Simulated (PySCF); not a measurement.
PySCF input (BP86/6-31G* (5d)):

```python
from pyscf import gto, dft

mol = gto.M(
    atom='''
    C    -0.69264900   -1.45840400    0.52090700
    C     0.17884600   -0.25153700    0.14776800
    C     0.69344200    0.42770200    1.42888000
    C     1.36999900   -0.71126300   -0.70374500
    Si   -0.86032500    1.02308400   -0.82485500
    H    -1.06401800   -1.97694600   -0.36530200
    H    -1.55436400   -1.16381600    1.12389700
    H    -0.10919200   -2.17636400    1.10668600
    H     1.29485900   -0.28233000    2.00865100
    H     1.32490000    1.28993700    1.20568000
    H    -0.12591500    0.76441600    2.06706900
    H     2.00859600    0.12677500   -0.99153100
    H     1.98634500   -1.41730900   -0.13749300
    H     1.04315500   -1.21367700   -1.61638900
    H    -0.03214300    2.20459600   -1.19983500
    H    -2.02550000    1.48255400   -0.01632400
    ''',
    basis='6-31g*',
    charge=0,
    spin=1,
    verbose=4,
)

mf = dft.UKS(mol, xc='bp86')
mf.grids.level = 3
mf.conv_tol = 1e-9
mf.max_cycle = 100
mf.max_memory = 1500
mf.kernel()
if not mf.converged:
    mf = mf.newton()
    mf.kernel(mf.make_rdm1())
mo, _, stable, _ = mf.stability(return_status=True)
if not stable:
    mf.kernel(mf.make_rdm1(mo, mf.mo_occ))
    stable = mf.stability(return_status=True)[2]
mf.dip_moment()
```

Output:

```
PySCF version 2.14.0

[INPUT] verbose = 4
[INPUT] num. atoms = 16
[INPUT] num. electrons = 49
[INPUT] charge = 0
[INPUT] spin (= nelec alpha-beta = 2S) = 1
[INPUT] symmetry False subgroup None
[INPUT] Mole.unit = angstrom
[INPUT] Symbol           X                Y                Z      unit          X                Y                Z       unit  Magmom
[INPUT]  1 C     -0.692649000000  -1.458404000000   0.520907000000 AA   -1.308916910454  -2.755984138970   0.984371566369 Bohr   0.0
[INPUT]  2 C      0.178846000000  -0.251537000000   0.147768000000 AA    0.337969958474  -0.475336040195   0.279241049975 Bohr   0.0
[INPUT]  3 C      0.693442000000   0.427702000000   1.428880000000 AA    1.310415463271   0.808239642929   2.700191864869 Bohr   0.0
[INPUT]  4 C      1.369999000000  -0.711263000000  -0.703745000000 AA    2.588922900928  -1.344092272537  -1.329885311532 Bohr   0.0
[INPUT]  5 Si    -0.860325000000   1.023084000000  -0.824855000000 AA   -1.625778628116   1.933348562425  -1.558750042478 Bohr   0.0
[INPUT]  6 H     -1.064018000000  -1.976946000000  -0.365302000000 AA   -2.010702611607  -3.735886503054  -0.690320732756 Bohr   0.0
[INPUT]  7 H     -1.554364000000  -1.163816000000   1.123897000000 AA   -2.937322257883  -2.199293499387   2.123857522220 Bohr   0.0
[INPUT]  8 H     -0.109192000000  -2.176364000000   1.106686000000 AA   -0.206342974994  -4.112731907363   2.091333445890 Bohr   0.0
[INPUT]  9 H      1.294859000000  -0.282330000000   2.008651000000 AA    2.446928879928  -0.533526376748   3.795800269834 Bohr   0.0
[INPUT] 10 H      1.324900000000   1.289937000000   1.205680000000 AA    2.503698142436   2.437627647943   2.278404993866 Bohr   0.0
[INPUT] 11 H     -0.125915000000   0.764416000000   2.067069000000 AA   -0.237944864975   1.444536885236   3.906194290579 Bohr   0.0
[INPUT] 12 H      2.008596000000   0.126775000000  -0.991531000000 AA    3.795696334897   0.239570029442  -1.873722034016 Bohr   0.0
[INPUT] 13 H      1.986345000000  -1.417309000000  -0.137493000000 AA    3.753648038899  -2.678325843881  -0.259824114045 Bohr   0.0
[INPUT] 14 H      1.043155000000  -1.213677000000  -1.616389000000 AA    1.971277255471  -2.293517133684  -3.054532520760 Bohr   0.0
[INPUT] 15 H     -0.032143000000   2.204596000000  -1.199835000000 AA   -0.060741466822   4.166082655312  -2.267359544668 Bohr   0.0
[INPUT] 16 H     -2.025500000000   1.482554000000  -0.016324000000 AA   -3.827640265307   2.801621024878  -0.030847889257 Bohr   0.0

nuclear repulsion = 237.017198889463
number of shells = 54
number of NR pGTOs = 203
number of NR cGTOs = 96
basis = 6-31g*
ecp = {}

******** <class 'pyscf.dft.uks.UKS'> ********
method = UKS
initial guess = minao
damping factor = 0
level_shift factor = 0
DIIS = <class 'pyscf.scf.diis.CDIIS'>
diis_start_cycle = 1
diis_space = 8
diis_damp = 0
SCF conv_tol = 1e-09
SCF conv_tol_grad = None
SCF max_cycles = 100
direct_scf = True
direct_scf_tol = 1e-13
number electrons alpha = 25  beta = 24
XC library pyscf.dft.libxc version 7.1.2
    S. Lehtola, C. Steigemann, M. J. T. Oliveira, and M. A. L. Marques,  SoftwareX 7, 1–5 (2018)
XC functionals = bp86
    A. D. Becke,  Phys. Rev. A 38, 3098 (1988)
    J. P. Perdew,  Phys. Rev. B 33, 8822 (1986)
    J. P. Perdew,  Phys. Rev. B 34, 7406–7406 (1986)
radial grids:
    Treutler-Ahlrichs [JCP 102, 346 (1995); DOI:10.1063/1.469408] (M4) radial grids

becke partition: Becke, JCP 88, 2547 (1988); DOI:10.1063/1.454033
pruning grids: <function nwchem_prune>
grids dens level: 3
symmetrized grids: False
atomic radii adjust function: <function treutler_atomic_radii_adjust>
small_rho_cutoff = 0
Set gradient conv threshold to 3.16228e-05
tot grids = 183544
init E= -448.450285574933
  alpha nocc = 25  HOMO = -0.180122122158465  LUMO = -0.0269437230619665
  beta  nocc = 24  HOMO = -0.324376461267854  LUMO = -0.180122122158465

WARN: HOMO -0.180122122158465 >= LUMO -0.180122122158465

cycle= 1 E= -448.382372292588  delta_E= 0.0679  |g|= 0.415  |ddm|= 2.36
  alpha nocc = 25  HOMO = -0.14578106250173  LUMO = 0.0558175327782018
  beta  nocc = 24  HOMO = -0.172067195196458  LUMO = -0.0989178384153817
  HOMO = -0.145781062502  LUMO = -0.0989178384154  gap/eV = 1.27521
cycle= 2 E= -448.200639038676  delta_E= 0.182  |g|= 0.698  |ddm|= 1.22
  alpha nocc = 25  HOMO = -0.167019815663476  LUMO = 0.0282464941306375
  beta  nocc = 24  HOMO = -0.249718948792366  LUMO = -0.10949596273597
  HOMO = -0.167019815663  LUMO = -0.109495962736  gap/eV = 1.56530
cycle= 3 E= -448.476398670221  delta_E= -0.276  |g|= 0.0892  |ddm|= 0.86
  alpha nocc = 25  HOMO = -0.171474542613651  LUMO = 0.0273228838604127
  beta  nocc = 24  HOMO = -0.243202006041835  LUMO = -0.111683880586582
  HOMO = -0.171474542614  LUMO = -0.111683880587  gap/eV = 1.62699
cycle= 4 E= -448.480413109013  delta_E= -0.00401  |g|= 0.0265  |ddm|= 0.118
  alpha nocc = 25  HOMO = -0.174557088445185  LUMO = 0.0253824871777373
  beta  nocc = 24  HOMO = -0.246263177961151  LUMO = -0.112594660602528
  HOMO = -0.174557088445  LUMO = -0.112594660603  gap/eV = 1.68608
cycle= 5 E= -448.480742918978  delta_E= -0.00033  |g|= 0.00645  |ddm|= 0.0296
  alpha nocc = 25  HOMO = -0.173682947787473  LUMO = 0.0261855282562373
  beta  nocc = 24  HOMO = -0.245558960131598  LUMO = -0.111016723899002
  HOMO = -0.173682947787  LUMO = -0.111016723899  gap/eV = 1.70523
cycle= 6 E= -448.480766988382  delta_E= -2.41e-05  |g|= 0.00159  |ddm|= 0.0111
  alpha nocc = 25  HOMO = -0.173981469863364  LUMO = 0.0260493182116139
  beta  nocc = 24  HOMO = -0.245752487536013  LUMO = -0.111113145492753
  HOMO = -0.173981469863  LUMO = -0.111113145493  gap/eV = 1.71073
cycle= 7 E= -448.480768601811  delta_E= -1.61e-06  |g|= 0.000377  |ddm|= 0.00288
  alpha nocc = 25  HOMO = -0.173934931542319  LUMO = 0.026085012045582
  beta  nocc = 24  HOMO = -0.245696048314869  LUMO = -0.110996085115051
  HOMO = -0.173934931542  LUMO = -0.110996085115  gap/eV = 1.71265
cycle= 8 E= -448.48076868892  delta_E= -8.71e-08  |g|= 0.000232  |ddm|= 0.000771
  alpha nocc = 25  HOMO = -0.173944713163079  LUMO = 0.0260856513250993
  beta  nocc = 24  HOMO = -0.245702520226383  LUMO = -0.110983224250952
  HOMO = -0.173944713163  LUMO = -0.110983224251  gap/eV = 1.71327
cycle= 9 E= -448.480768718897  delta_E= -3e-08  |g|= 5.33e-05  |ddm|= 0.000313
  alpha nocc = 25  HOMO = -0.17395678968595  LUMO = 0.0260828709656793
  beta  nocc = 24  HOMO = -0.245709265790201  LUMO = -0.110989092590693
  HOMO = -0.173956789686  LUMO = -0.110989092591  gap/eV = 1.71344
cycle= 10 E= -448.480768720815  delta_E= -1.92e-09  |g|= 1.28e-05  |ddm|= 9.33e-05
  alpha nocc = 25  HOMO = -0.173953844174274  LUMO = 0.026085147462803
  beta  nocc = 24  HOMO = -0.245706944728781  LUMO = -0.110985400109044
  HOMO = -0.173953844174  LUMO = -0.110985400109  gap/eV = 1.71346
cycle= 11 E= -448.480768720945  delta_E= -1.31e-10  |g|= 5.23e-06  |ddm|= 2.62e-05
  alpha nocc = 25  HOMO = -0.173954895835269  LUMO = 0.0260844682707209
  beta  nocc = 24  HOMO = -0.245708133788358  LUMO = -0.110986535089475
  HOMO = -0.173954895835  LUMO = -0.110986535089  gap/eV = 1.71346
Extra cycle  E= -448.480768720934  delta_E= 1.11e-11  |g|= 7.16e-06  |ddm|= 1.4e-05
converged SCF energy = -448.480768720934  <S^2> = 0.75192592  2S+1 = 2.001925
uhf_internal: lowest eigs of H = [0.75924151 0.76735289 0.78080373]
<class 'pyscf.dft.uks.UKS'> wavefunction is stable in the internal stability analysis
Dipole moment(X, Y, Z, Debye):  0.58485, -0.65601,  0.58465
```

The geometry given is a B3LYP-D3(BJ)/def2-TZVP minimum.
